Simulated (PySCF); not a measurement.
CH3BF2.
Structure used (PBE0-D3(BJ)/def2-SVP), in Å, numbered top down from 1:
```
atom  x, y, z in Å
C1    -0.4150    0.0359    0.5758
B2     0.5194   -0.0075   -0.6700
F3     0.9064    1.0793   -1.3166
F4     0.9678   -1.1562   -1.1500
H5    -0.6398    1.0569    0.9097
H6     0.0343   -0.5285    1.4082
H7    -1.3634   -0.4739    0.3379
```

Jobs on this species (7 atoms, 32 electrons) with PySCF (density fitting). Hardware of each: x86-64 server, one thread (shared host). Times come from a shared host and carry two figures at best.

| level and settings | work | basis functions | SCF cycles | wall time |
| --- | --- | --- | --- | --- |
| BHandHLYP/pcSseg-2 | shieldings | 186 | ? | ? |
| KT2/pcSseg-2 | shieldings | 186 | 13 | 9.7 s |
| PBE0/6-31G | shieldings, charges and field gradients | 42 | 12 | 1.7 s |
| PBE/pcSseg-2 | shieldings | 186 | 13 | 9.2 s |
| BLYP/pcSseg-2 | shieldings | 186 | 13 | 9.4 s |
| WP04/pcSseg-2 | shieldings | 186 | 12 | 6.3 s |
| PBE0/STO-3G | shieldings, charges and field gradients | 23 | 11 | 0.8 s |
| PBE0/def2-TZVP | shieldings, charges and field gradients | 142 | 12 | 5.2 s |
| B3LYP/pcSseg-2 | shieldings | 186 | 12 | 7.0 s |

Question: Fill in the missing figures.

Answer: 
- BHandHLYP/pcSseg-2; shieldings: 6.5 s, 12 SCF cycles

Question: What do all jobs in the table cost together?

Answer: About 56 s; the longest takes about 17 % of that, and about 12 times as long as the shortest.
